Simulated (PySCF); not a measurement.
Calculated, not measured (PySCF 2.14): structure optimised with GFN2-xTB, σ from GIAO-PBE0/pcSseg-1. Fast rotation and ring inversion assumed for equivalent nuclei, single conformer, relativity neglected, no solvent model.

δ = σ(ref) − σ, references computed at the same level: ¹H (σ = 31.72 ppm), ¹³C (σ = 186.93 ppm) against TMS. Shifts are as computed. Against solution values, carbons near 30 ppm lie about +3 ppm off and those near 130 ppm about +5 ppm (rms about the fit 2.1 ppm; single classes can miss by 10 ppm). Of 1328 compounds with measured shifts, 309 miss one by over three times the rms of a fit or turn the order of signals round; such compounds aren't used in these exercises. Signals without a measured value on file couldn't be tested in this way; 1H shifts scatter by 0.2 ppm about their fit, and single ones miss by 0.5 ppm.

Task: Order these molecules by the shift of their most deshielded carbon-bound hydrogen, lowest δ first.
A. N#C[SiH2]n1cccc1
B. C=C(C)C1CCC1
C. C1CCC2(C1)CC2

Result: C (1.76 ppm, hydrogen on an sp3 CH2 in a ring), B (5.13 ppm, hydrogen on a terminal =CH2 carbon), A (6.77 ppm, hydrogen on an aromatic CH next to a ring nitrogen).

Task: Order these molecules by the shift of their most shielded carbon-bound hydrogen, lowest δ first.
A. C=C(C)C1CCC1
B. N#C[SiH2]n1cccc1
C. C1CCC2(C1)CC2

Result: C (0.49 ppm, hydrogen on a three-membered-ring carbon), A (1.71 ppm, hydrogen on an sp3 CH2 in a ring), B (6.76 ppm, hydrogen on an aromatic CH).

Task: How many ¹³C and ¹H signals does each give (equivalence by symmetry and fast rotation, but not about amide C–N or C=N bonds)? `C1CCC2(C1)CC2`, `C[C@@H]1[C@H]2CCC[C@@H]12`, `C=C(C)C1CCC1`, `N#C[SiH2]n1cccc1`

Result: C1CCC2(C1)CC2: 4 C, 3 H; C[C@@H]1[C@H]2CCC[C@@H]12: 5 C, 7 H; C=C(C)C1CCC1: 6 C, 8 H; N#C[SiH2]n1cccc1: 3 C, 3 H.
